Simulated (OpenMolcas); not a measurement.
**InCl2F (SMILES [F][In]([Cl])[Cl]): the vertical ionisation energy, rung by rung**

InCl2F: 4 atoms, total charge 0, spin state singlet. SMILES: `[F][In]([Cl])[Cl]`. The shape is that of a PBE0-D4/def2-TZVP optimisation.

Each level gives the vertical ionisation energy (to the doublet cation) (eV). The values are calculated.

```
                                                    level                   kind     program  value (eV)  less CCSD(T)/def2-SVP  CPU time (all runs)
                             HF/def2-SVP (core potential)           Hartree–Fock  OpenMolcas       11.85                  +0.08                 14 s
                           BLYP/def2-SVP (core potential)                    GGA  OpenMolcas       10.91                  -0.86                 45 s
                            PBE/def2-SVP (core potential)                    GGA  OpenMolcas       11.14                  -0.63                 72 s
                         revPBE/def2-SVP (core potential)                    GGA  OpenMolcas       11.10                  -0.67                 99 s
                          M06-L/def2-SVP (core potential)               meta-GGA  OpenMolcas       11.56                  -0.21                 58 s
                           TPSS/def2-SVP (core potential)               meta-GGA  OpenMolcas       11.28                  -0.49              1.9 min
                          BHLYP/def2-SVP (core potential)          global hybrid  OpenMolcas       12.01                  +0.24                 37 s
CCSD(T)/def2-SVP (core potential), open shells restricted  coupled cluster or CI  OpenMolcas       11.77                   0.00              1.8 min
```

Differences are taken from CCSD(T)/def2-SVP (core potential), open shells restricted for orientation; it has basis-set and higher-order errors of its own. Spin-orbit coupling, which can split open shells on such heavy atoms by tenths of an eV, is left out. The values span 10.91 to 12.01 eV. Spin contamination of the reference (⟨S²⟩ at least 0.1 too high) touches HF/def2-SVP. In the correlated wave-function rows the outer d shell of In is correlated, in sets not made for it. CPU times are rough (shared hosts, several kinds of processor): they show what a rung costs within a factor of a few.
